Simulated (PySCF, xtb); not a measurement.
BrHOPb, SMILES [Br][Pb][OH] (connectivity only; charge and spin as stated), neutral, multiplicity 1.

GFN2-xTB (xtb) at its own geometry gives an orbital gap of 2.93 eV and a dipole moment of 9.06 D.

The structure is a stationary point at B3LYP-D3(BJ)/def2-TZVP. The def2 effective core potentials stand for the cores of Pb; spin–orbit coupling is left out. One conformer was computed; it need not be the lowest.

What does CAM-B3LYP/def2-TZVPD (PySCF) give? (The exact figures need the calculation; the answer reports its results.)

gap 6.96 eV (levels -8.89 and -1.93 eV), dipole 5.41 D.
